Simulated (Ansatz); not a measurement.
CH5ClN2W (`[CH3][W](=[NH])(=[NH])[Cl]`), 10 atoms. Total charge 0; spin multiplicity 1. Correlated methods include outer-core shells of W, which these sets cover unevenly. W takes the def2 core potential. All runs use 4 threads of a server CPU on a shared host. Correlated methods freeze the cores.

Q: Give the basis size and wall time and peak host memory of each of these runs in Ansatz. RKS PBE0-D4/def2-QZVPP energy; RHF-CCSD(T)/def2-SVP energy; RKS ωB97M-V/def2-SVP energy; direct RPA on PBE orbitals/def2-TZVPP energy; RHF-CCSD(T)/def2-TZVPP energy; RKS ωB97M-V/def2-QZVPP energy; RKS HSE06-D4/def2-TZVPP energy; RKS PBE0-D4/def2-SVP energy; RKS B2PLYP (frozen core)/def2-TZVPP energy; RKS PBE0-D4/def2-TZVP frequencies; RHF-MP2/def2-QZVPP energy; RKS PBE-QIDH (frozen core)/def2-TZVPP energy. (An estimate is asked.)

A: The calculation gave: Other jobs shared the machine, so times are rough.

| level | job | functions | wall time | peak host memory (GiB) |
| --- | --- | --- | --- | --- |
| RKS PBE0-D4/def2-SVP | energy | 117 | 1 s | 0.31 |
| RKS HSE06-D4/def2-TZVPP | energy | 261 | 2.9 s | 0.76 |
| RKS ωB97M-V/def2-SVP | energy | 117 | 3.5 s | 0.43 |
| RKS PBE-QIDH (frozen core)/def2-TZVPP | energy | 261 | 5 s | 0.73 |
| RKS B2PLYP (frozen core)/def2-TZVPP | energy | 261 | 5.5 s | 0.74 |
| RKS PBE0-D4/def2-QZVPP | energy | 472 | 6.5 s | 1.8 |
| direct RPA on PBE orbitals/def2-TZVPP | energy | 261 | 6.5 s | 0.74 |
| RHF-CCSD(T)/def2-SVP | energy | 117 | 8 s | 0.76 |
| RKS ωB97M-V/def2-QZVPP | energy | 472 | 15 s | 2.2 |
| RHF-MP2/def2-QZVPP | energy | 472 | 17 s | 2.8 |
| RKS PBE0-D4/def2-TZVP | frequencies | 200 | 120 s | 0.59 |
| RHF-CCSD(T)/def2-TZVPP | energy | 261 | 2.8 min | 7.1 |

HSE06 is defined as in plane-wave codes.
